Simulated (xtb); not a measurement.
hydrogen peroxide (H₂O₂), singlet, at a GFN2-xTB geometry, atoms displaced at random by about 0.05 Å a coordinate; GFN2-xTB (xtb 6.7.1).

The xtb input:
```
$ xtb mol.xyz --gfn 2 --opt tight --json

# file mol.xyz
4

O     -0.09592483     0.64809742    -0.01303808
O      0.06478317    -0.71130631     0.04284357
H      0.84314034     0.91714503     0.02214399
H     -0.90859931    -0.96898118     0.12993585
```

Question: Predict the main parts of the log of this xtb run.

Answer: 
```
   ID    Z sym.   atoms
    1    8 O      1, 2
    2    1 H      3, 4

           -------------------------------------------------
          |                Calculation Setup                |
           -------------------------------------------------

           -------------------------------------------------
          |                 G F N 2 - x T B                 |
           -------------------------------------------------

          ...................................................
          :                      SETUP                      :
          :.................................................:
          :  # basis functions                  10          :
          :  # atomic orbitals                  10          :
          :  # shells                            6          :
          :  # electrons                        14          :
          :  max. iterations                   250          :
          :  Hamiltonian                  GFN2-xTB          :
          :  restarted?                      false          :
          :  GBSA solvation                  false          :
          :  PC potential                    false          :
          :  electronic temp.          300.0000000     K    :
          :  accuracy                    1.0000000          :
          :  -> integral cutoff          0.2500000E+02      :
          :  -> integral neglect         0.1000000E-07      :
          :  -> SCF convergence          0.1000000E-05 Eh   :
          :  -> wf. convergence          0.1000000E-03 e    :
          :  Broyden damping             0.4000000          :
          :  net charge                          0          :
          :  unpaired electrons                  0          :
          ...................................................

 iter      E             dE          RMSdq      gap      omega  full diag
   1     -9.0751688 -0.907517E+01  0.602E+00    8.87       0.0  T
   2     -9.0758753 -0.706480E-03  0.358E+00    8.88       1.0  T
   3     -9.0761475 -0.272152E-03  0.242E-01    8.90       1.0  T
   4     -9.0761786 -0.311342E-04  0.582E-02    8.91       1.0  T
   5     -9.0761801 -0.152530E-05  0.316E-02    8.91       1.6  T
   6     -9.0761803 -0.168133E-06  0.549E-03    8.91       9.1  T
   7     -9.0761803 -0.172001E-07  0.135E-03    8.91      37.2  T
   8     -9.0761803 -0.886045E-09  0.205E-04    8.91     243.6  T
   9     -9.0761803 -0.304805E-10  0.139E-04    8.91     359.7  T

   *** convergence criteria satisfied after 9 iterations ***

         :::::::::::::::::::::::::::::::::::::::::::::::::::::
         ::                     SUMMARY                     ::
         :::::::::::::::::::::::::::::::::::::::::::::::::::::
         :: total energy              -9.050073009333 Eh    ::
         :: gradient norm              0.082802725407 Eh/a0 ::
         :: HOMO-LUMO gap              8.913228949087 eV    ::
         ::.................................................::
         :: SCC energy                -9.076180301046 Eh    ::
         :: -> isotropic ES            0.031572516538 Eh    ::
         :: -> anisotropic ES         -0.005716460408 Eh    ::
         :: -> anisotropic XC         -0.009707174505 Eh    ::
         :: -> dispersion             -0.000468815871 Eh    ::
         :: repulsion energy           0.026107291713 Eh    ::
         :: add. restraining           0.000000000000 Eh    ::
         :: total charge               0.000000000000 e     ::
         :::::::::::::::::::::::::::::::::::::::::::::::::::::

      -----------------------------------------------------------
     |                   =====================                   |
     |                        A N C O P T                        |
     |                   =====================                   |
     |               Approximate Normal Coordinate               |
     |                Rational Function Optimizer                |
      -----------------------------------------------------------
      -----------------------------------------------------------
     |                   =====================                   |
     |                        A N C O P T                        |
     |                   =====================                   |
     |               Approximate Normal Coordinate               |
     |                Rational Function Optimizer                |
      -----------------------------------------------------------

          ...................................................
          :                      SETUP                      :
          :.................................................:
          :   optimization level             tight          :
          :   max. optcycles                   200          :
          :   ANC micro-cycles                  20          :
          :   degrees of freedom                 6          :
          :.................................................:
          :   RF solver                   davidson          :
          :   write xtbopt.log                true          :
          :   linear?                        false          :
          :   energy convergence         0.1000000E-05 Eh   :
          :   grad. convergence          0.8000000E-03 Eh/α :
          :   maxmium RF displ.          1.0000000          :
          :   Hlow (freq-cutoff)         0.1000000E-01      :
          :   Hmax (freq-cutoff)         5.0000000          :
          :   S6 in model hess.         20.0000000          :
          ...................................................

generating ANC from exact Hessian ...
Using Lindh-Hessian (1995)
 Shifting diagonal of input Hessian by    0.0000000000000000
 Lowest  eigenvalues of input Hessian
    0.000000    0.000000    0.000000    0.000000    0.000000    0.000000
    0.030703    0.185312    0.211160    1.133926    1.264364    1.361957
 Highest eigenvalues
[...]
 * total energy  :    -9.0500730 Eh     change       -0.2821032E-10 Eh
 * total energy  :    -9.0542921 Eh     change       -0.4219119E-02 Eh
 * total energy  :    -9.0546530 Eh     change       -0.3608635E-03 Eh
 * total energy  :    -9.0546600 Eh     change       -0.7034055E-05 Eh
 * total energy  :    -9.0546675 Eh     change       -0.7428897E-05 Eh
 * total energy  :    -9.0546693 Eh     change       -0.1837778E-05 Eh
 * total energy  :    -9.0546697 Eh     change       -0.4335675E-06 Eh
   *** GEOMETRY OPTIMIZATION CONVERGED AFTER 7 ITERATIONS ***
[...]

          ...................................................
          :                      SETUP                      :
          :.................................................:
          :  # basis functions                  10          :
          :  # atomic orbitals                  10          :
          :  # shells                            6          :
          :  # electrons                        14          :
          :  max. iterations                   250          :
          :  Hamiltonian                  GFN2-xTB          :
          :  restarted?                      false          :
          :  GBSA solvation                  false          :
          :  PC potential                    false          :
          :  electronic temp.          300.0000000     K    :
          :  accuracy                    1.0000000          :
          :  -> integral cutoff          0.2500000E+02      :
          :  -> integral neglect         0.1000000E-07      :
          :  -> SCF convergence          0.1000000E-05 Eh   :
          :  -> wf. convergence          0.1000000E-03 e    :
          :  Broyden damping             0.4000000          :
          :  net charge                          0          :
          :  unpaired electrons                  0          :
          ...................................................

 iter      E             dE          RMSdq      gap      omega  full diag
   1     -9.0873087 -0.908731E+01  0.137E-05    7.58       0.0  T
   2     -9.0873087 -0.103029E-12  0.880E-06    7.58    5683.5  T
   3     -9.0873087 -0.657252E-13  0.332E-06    7.58   15038.7  T

   *** convergence criteria satisfied after 3 iterations ***

         :::::::::::::::::::::::::::::::::::::::::::::::::::::
         ::                     SUMMARY                     ::
         :::::::::::::::::::::::::::::::::::::::::::::::::::::
         :: total energy              -9.054669726131 Eh    ::
         :: gradient norm              0.000050134252 Eh/a0 ::
         :: HOMO-LUMO gap              7.578519314139 eV    ::
         ::.................................................::
         :: SCC energy                -9.087308669576 Eh    ::
         :: -> isotropic ES            0.030626503457 Eh    ::
         :: -> anisotropic ES         -0.006196283632 Eh    ::
         :: -> anisotropic XC         -0.008109347548 Eh    ::
         :: -> dispersion             -0.000468524832 Eh    ::
         :: repulsion energy           0.032638943445 Eh    ::
         :: add. restraining           0.000000000000 Eh    ::
         :: total charge               0.000000000000 e     ::
         :::::::::::::::::::::::::::::::::::::::::::::::::::::

           -------------------------------------------------
          |                Property Printout                |
           -------------------------------------------------

    * Orbital Energies and Occupations

         #    Occupation            Energy/Eh            Energy/eV
      -------------------------------------------------------------
         1        2.0000           -0.7241385             -19.7048
         2        2.0000           -0.6961900             -18.9443
         3        2.0000           -0.6153632             -16.7449
         4        2.0000           -0.5976910             -16.2640
         5        2.0000           -0.5465458             -14.8723
         6        2.0000           -0.5157350             -14.0339
         7        2.0000           -0.4282220             -11.6525 (HOMO)
         8                         -0.1497165              -4.0740 (LUMO)
         9                          0.1138631               3.0984
        10                          0.1562735               4.2524
      -------------------------------------------------------------
                  HL-Gap            0.2785055 Eh            7.5785 eV
             Fermi-level           -0.2889693 Eh           -7.8633 eV

     #   Z          covCN         q      C6AA      α(0)
     1   8 O        1.736    -0.324    19.406     5.948
     2   8 O        1.736    -0.324    19.406     5.948
     3   1 H        0.805     0.324     0.653     1.270
     4   1 H        0.805     0.324     0.653     1.270

 Mol. C6AA /au·bohr⁶  :        108.199096
 Mol. C8AA /au·bohr⁸  :       2034.813493
 Mol. α(0) /au        :         14.435720

Wiberg/Mayer (AO) data.
largest (>0.10) Wiberg bond orders for each atom

 ---------------------------------------------------------------------------
     #   Z sym  total        # sym  WBO       # sym  WBO       # sym  WBO
 ---------------------------------------------------------------------------
     1   8 O    1.895 --     2 O    1.004     3 H    0.891
     2   8 O    1.895 --     1 O    1.004     4 H    0.891
     3   1 H    0.895 --     1 O    0.891
     4   1 H    0.895 --     2 O    0.891
 ---------------------------------------------------------------------------

Topologies differ in total number of bonds
Writing topology from bond orders to xtbtopo.mol

molecular dipole:
                 x           y           z       tot (Debye)
 q only:        0.000       0.000       0.001
   full:        0.000       0.000       0.001       0.003
molecular quadrupole (traceless):
                xx          xy          yy          xz          yz          zz
 q only:        1.263       3.091       0.140      -0.174      -0.114      -1.403
  q+dip:        2.356       4.333      -1.222      -0.240      -0.063      -1.134
   full:        2.199       4.298      -0.389      -0.246      -0.127      -1.810

optimized geometry written to: xtbopt.xyz

           -------------------------------------------------
          | TOTAL ENERGY               -9.054669726131 Eh   |
          | GRADIENT NORM               0.000050134252 Eh/α |
          | HOMO-LUMO GAP               7.578519314139 eV   |
           -------------------------------------------------
```
